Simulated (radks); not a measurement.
Spherical quantum dot in the effective-mass picture: electrons in a well V = -V0 / (1 + exp((r - R)/a)) with V0 = 4.83, R = 5.08, a = 0.6, all in effective atomic units (hartree* = m*/eps^2 hartree, bohr* = eps/m* bohr), one dielectric constant everywhere. Method: non-relativistic Kohn-Sham, PBEsol, spin-polarised, spherical densities; computed with a radial shooting solver with Libxc functionals. Levels are named by radial order and angular momentum (1s, 1p, 1d, 2s, ...), and open shells are averaged over m. Results are scaled to m* = 0.474 and eps = 5.6, for which hartree* = 411.3 meV and bohr* = 0.6252 nm.

N = 12, configuration 1s2 1p6 1d(up 4, down 0). This is the lowest configuration that the search found. Occupied and some empty levels:

level    occupation  eigenvalue (meV)  <r> (nm)
1s up             1           -534.34     1.882
1s down           1           -516.44     1.846
1p up             3           -477.43     2.037
1p down           3           -456.85     2.021
1d up             4           -389.63     2.167
1d down           0           -367.46     2.160
1f up             0           -277.54     2.279
2s up             0           -269.32     1.612
2s down           0           -260.60     1.613
1f down           0           -254.57     2.277
2p up             0           -141.54     1.888
2p down           0           -129.11     1.886

Energy (meV): total -13193.6, kinetic 1827.0, external -21824, Hartree 8203.5, exchange-correlation -1400.5.

Electron density:

r (nm)  n(r) (e/nm^3)
0.190         0.02992
0.402         0.03749
0.614         0.05143
0.826         0.07253
1.04           0.1007
1.25           0.1339
1.46           0.1666
1.67           0.1905
1.88           0.1955
2.10           0.1752
2.31           0.1332
2.52          0.08296
2.73          0.04122
2.94          0.01633
3.16         0.005244
3.37         0.001404
3.58        0.0003253
3.79       0.00006844
4.00       0.00001363
4.22        2.640e-06
